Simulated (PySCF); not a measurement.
C2H7O (SMILES CC[OH2+]), charge +1, singlet, geometry from GFN2-xTB. Base run: CAMB3LYP/6-31G*, TDDFT (PySCF).

The PySCF input:
```python
from pyscf import gto, scf, dft, tdscf

mol = gto.Mole()
mol.atom = '''
    C     1.229002   -0.376044   -0.006615
    C     0.082470    0.601032   -0.001554
    O    -1.187187   -0.179769   -0.072140
    H    -1.974657    0.385114    0.075086
    H     0.076743    1.220246    0.897416
    H     0.082282    1.229470   -0.893188
    H     2.164696    0.175836   -0.029370
    H     1.232477   -0.994834    0.888186
    H     1.195690   -1.010221   -0.888520
    H    -1.148565   -0.917390    0.576526
'''
mol.basis = '6-31g*'
mol.charge = 1
mol.spin = 0
mol.verbose = 3
mol.build()

mf = dft.RKS(mol)
mf.xc = 'camb3lyp'
mf.kernel()
td = mf.TDDFT()
td.nstates = 5
td.kernel()
td.analyze()
```

The base run was repeated with changes; each row names its change, and settings that it needs were set with it.

```
change                   first excitation (eV)  oscillator strength of the first  second (eV)  core-seconds (rough)
-----------------------  ---------------------  --------------------------------  -----------  --------------------
base                                      9.00                             0.002         9.88                    90
basis = 6-31+G*                           8.57                             0.001         9.47                   200
basis = def2-SVP                          8.88                             0.002         9.81                   200
functional = lc_wpbe                      9.70                             0.002        10.62                   100
functional = pbe0                         8.72                             0.002         9.62                    70
functional = bhandhlyp                    9.55                             0.002        10.37                    80
response = Tamm-Dancoff                   9.02                             0.003         9.90                    50
nstates = 15                              9.00                             0.002         9.88                   100
nstates = 2                               9.00                             0.002         9.88                   100
```

An iterative solver can miss low states, so a row lists the states that it found.
